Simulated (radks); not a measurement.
Trend from Co+ to Ir+: ionisation energy by Delta-SCF between NIST ground configurations, and size. Calculated with a radial shooting solver on a logarithmic mesh with Libxc functionals: scalar-relativistic Kohn-Sham, PBE, spin-polarised, spherical densities, finite nucleus; open shells are filled with parallel spins first (spin-orbit coupling, left out, can overturn this in heavy ions); Fermi nuclear charge, rms radius of each element as measured or else 0.836 A^(1/3) + 0.57 fm.

| species | configuration | IE (eV) | NIST (eV) | kind | -e(HOMO) (eV) | outermost | <r> outermost (bohr) | r at 0.001 e/bohr^3 (bohr) |
|---|---|---|---|---|---|---|---|---|
| Co+ | [Ar] 3d8 | 17.976 | 17.084 | exp. | 11.246 (3d) | 3d | 1.17 | 3.44 |
| Rh+ | [Kr] 4d8 | 18.521 | 18.080 | semi-emp. | 12.852 (4d) | 4d | 1.56 | 3.74 |
| Ir+ | [Xe] 4f14 5d7 6s1 | 18.137 | 17.0 | semi-emp. | 13.914 (5d) | 6s | 2.67 | 4.07 |

Reference values: NIST Atomic Spectra Database (exp. = measured, semi-emp. = semi-empirical, theory = theoretical value adopted there). Open shells are spherical and high-spin; term and fine-structure splittings are not resolved. Spin-orbit splitting is averaged out at the scalar-relativistic level.
